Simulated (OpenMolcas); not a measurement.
# Ni4+: moving or changing the point charges

Ni4+ among 6 point charges of -2 e arranged as a trigonal antiprism (D3d), 2.12 Å from the ion, with a polar angle of 64.0° against the regular 54.74°.
```
   0.0000    1.9061    0.9280  -2.00
  -1.6507   -0.9531    0.9280  -2.00
   1.6507   -0.9531    0.9280  -2.00
   0.0000   -1.9061   -0.9280  -2.00
   1.6507    0.9531   -0.9280  -2.00
  -1.6507    0.9531   -0.9280  -2.00
```

```json
{
  "Program": "OpenMolcas",
  "Method": "SS-CASPT2, IPEA 0.25 Eh, imaginary shift 0.1 Eh (closed shells correlated: 3s 3p)",
  "Basis": "ANO-RCC-VDZP [5s4p2d1f]",
  "Scalar Hamiltonian": "DKH2, point nucleus",
  "Active space": "6 electrons in 5 orbitals (3d)",
  "State averaging": "2S+1 = 5 even, 5 roots; 2S+1 = 3 even, 45 roots; 2S+1 = 1 even, 50 roots",
  "Spin-orbit coupling": "state interaction with AMFI integrals over the reference wave functions"
}
```

Runs around this geometry, states (labels of D3, the rotations of D3d). Energies in cm-1 above the lowest state or level, χT in cm3 K/mol.

| R (Å) | q (e) | Polar angle / regular | Ground state | First state of that spin | First gap with spin-orbit (degeneracies) | χT at 300 K | First state of another spin |
| --- | --- | --- | --- | --- | --- | --- | --- |
| 2.12 | -1.3 | 1.17 | 5A1 | 5E 1070 | 54 (1, 2) | 4.825 | 3E 29160 |
| 2 | -2 | 1.17 | 5A1 | 5E 2190 | 47 (1, 2) | 4.179 | 3A2 29370 |
| 2.12 | -2 | 1.17 | 5A1 | 5E 1780 | 51 (1, 2) | 4.380 | 3A2 29540 |
| 2.37 | -2 | 1.17 | 5A1 | 5E 1180 | 54 (1, 2) | 4.760 | 3A2 29290 |
| 2.12 | -2 | 1.26 | 5A1 | 5E 2130 | 48 (1, 2) | 4.230 | 3A2 29900 |

Taking the first state of the same spin as R^-n, n = -ln(1180 / 2190) / ln(2.37 / 2) = 3.6 between the shortest and longest distance.

Scaling the charges by -1.3 / -2 = 0.65 scales the first state of the same spin by 1070 / 1780 = 0.60; with fixed orbitals a first-order splitting would follow the charge.

Roots that are degenerate in the reference are averaged as groups; the widest CASPT2 spread within a group is 88 cm-1 (the 2-fold group of multiplicity 1 near 45600 cm-1 above the lowest state of its run, R = 2.37, q = -2, ratio = 1.17). Shifts and gaps below about the spread of the groups concerned are not significant. Point charges give a weaker field than real ligands, and real ions of this kind are often low spin; the high spin found here belongs to the model. Free-ion shares, where given, are those of the reference states; single-state CASPT2 does not remix them. The ground term spreads over less than 5000 cm-1, several times less than with real ligands, so orbital moments are less quenched and χT lies further from the spin-only value than at real sites (holds for R = 2.12, q = -1.3, ratio = 1.17; R = 2.37, q = -2, ratio = 1.17). Point charges carry no covalency, so the field is a model and not that of real ligands. No measured value stands beside these numbers.
